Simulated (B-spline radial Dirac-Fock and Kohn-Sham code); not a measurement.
**Isotope-shift constants of the inner levels of Sn⁴⁺**

System: tin as Sn⁴⁺, [Kr] 4d10.

Model: first-order field-shift and mass-shift constants from Dirac-Fock ground and hole states with a Fermi nucleus; the mass shift has no relativistic recoil terms. Program: a B-spline atomic structure program. A binding energy shifts by δE = F·δ⟨r²⟩ + (K_N + K_S)·δ(1/M); F is taken for a change of radius at fixed skin thickness and so holds the higher radial moments.

```
     level  F (meV/fm²)  K_N (meV u)  K_S (meV u)
    K (1s)       -79.73       -16100         7758
   L1 (2s)       -9.254        -2488       -91.15
L2 (2p1/2)       0.3603        -2315         3228
L3 (2p3/2)       0.5385        -2189         2881
   M1 (3s)       -1.805       -517.0       -178.7
M2 (3p1/2)      0.08573       -446.8        416.5
M3 (3p3/2)       0.1248       -423.2        328.6
M4 (3d3/2)       0.1088       -300.2        343.9
M5 (3d5/2)       0.1063       -295.4        333.8
```

Line shifts in meV from A = 120 (mass 119.9022 u, rms radius 4.6519 fm); radii from Angeli and Marinova (2013).

```csv
A,mass (u),radius (fm),Kα1,Kα2,Kβ1,Lα1
112,111.9048,4.5948,+37.00,+36.77,+37.25,+0.16
114,113.9028,4.6099,+27.26,+27.09,+27.44,+0.12
116,115.9017,4.625,+17.43,+17.32,+17.55,+0.08
119,118.9033,4.6438,?,?,?,?
122,121.9034,4.6634,-7.36,-7.31,-7.43,-0.04
124,123.9053,4.6735,-13.73,-13.64,-13.86,-0.09
125,124.9078,4.6765,-15.40,-15.29,-15.57,-0.12
130,129.9140,4.7019,-31.73,-31.51,-32.05,-0.22
131,130.9171,4.7078,-35.66,-35.41,-35.99,-0.23
132,131.9178,4.7093,-36.27,-36.01,-36.64,-0.26
```

Question: What are the shifts for A = 119?

Answer: Kα1 +5.41 meV (field +6.04, mass -0.63); Kα2 +5.38 meV (field +6.03, mass -0.65); Kβ1 +5.43 meV (field +6.01, mass -0.58); Lα1 +0.01 meV (field -0.03, mass +0.05).

Values without a named source are computed, but for edge energies of neutral atoms, which are taken from tables.
